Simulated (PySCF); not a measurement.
Two species compared at the same levels of theory.

First species: C₉H₁₆.
SMILES: `C1(CC1)C1CCCCC1`

Second species: GeH3(NHiPr), C3H11GeN.
Geometry (PBE0-D3(BJ)/def2-SVP, Å), atoms numbered from 1 in this order:
```
atom  x, y, z in Å
Ge1   -0.1543    1.9470    0.8142
H2     1.0891    1.6281    1.6842
H3     0.3058    2.8042   -0.3789
H4    -1.1786    2.7212    1.6628
N5    -1.0649    0.4696    0.2085
C6    -0.4283   -0.6835   -0.4092
C7     0.2053   -1.6361    0.6041
C8     0.5817   -0.2356   -1.4548
H9    -1.8149    0.1962    0.8363
H10   -1.2213   -1.2420   -0.9429
H11    1.0257   -1.1382    1.1467
H12    0.6153   -2.5344    0.1154
H13   -0.5366   -1.9673    1.3479
H14    1.4302    0.2947   -0.9888
H15    0.9963   -1.0998   -1.9940
H16    0.1150    0.4419   -2.1848
```

Levels: CAM-B3LYP/def2-SVPD for HOMO energy, LUMO energy, HOMO–LUMO gap and static isotropic polarisability; TDDFT CAM-B3LYP/def2-SVPD for lowest singlet excitation; TDA CAM-B3LYP/def2-SVPD for lowest triplet excitation (Tamm–Dancoff); ΔSCF CAM-B3LYP/def2-SVPD for vertical ionisation energy. Geometries: PBE0-D3(BJ)/def2-SVP. All species are isolated and taken at one optimised geometry, non-relativistic unless stated. Electronic properties by PySCF.

Task: Which of the two has the higher vertical ionisation energy, and by how much?

Result: The first: 9.76 eV against 8.59 eV, a difference of 1.17 eV.

Task: Which has the higher LUMO energy?

Result: The first: 1.42 eV against 1.01 eV, a difference of 0.41 eV.

Task: Which has the higher S1 energy?

Result: The first: 7.83 eV against 5.85 eV, a difference of 1.98 eV.

Task: Which has the higher static isotropic polarisability?

Result: The first: 100.7 au against 77.3 au, a difference of 23.4 au.

Task: Which of the two has the higher HOMO–LUMO gap, and by how much?

Result: The first: 10.55 eV against 8.94 eV, a difference of 1.61 eV.

Task: Which of the two has the higher HOMO energy, and by how much?

Result: The second: -7.93 eV against -9.13 eV, a difference of 1.20 eV.

Task: Which has the higher T1 energy?

Result: The first: 7.69 eV against 5.55 eV, a difference of 2.14 eV.

On the first: No computed singlet falls in the visible range (750 to 380 nm, 1.65 to 3.26 eV); S1 lies 4.57 eV above its blue end. The 10 singlets span 7.83 to 8.65 eV, and their oscillator strengths add up to 0.10.

On the second: No computed singlet falls in the visible range (750 to 380 nm, 1.65 to 3.26 eV); S1 lies 2.59 eV above its blue end. S1 lies 3.09 eV below the HOMO–LUMO gap; its leading configuration is HOMO→LUMO, weight 0.56, beside HOMO→LUMO+1, weight 0.34. The calculation is non-relativistic and has no spin–orbit coupling, an omission that weighs most on germanium.

One conformer stands for the species.
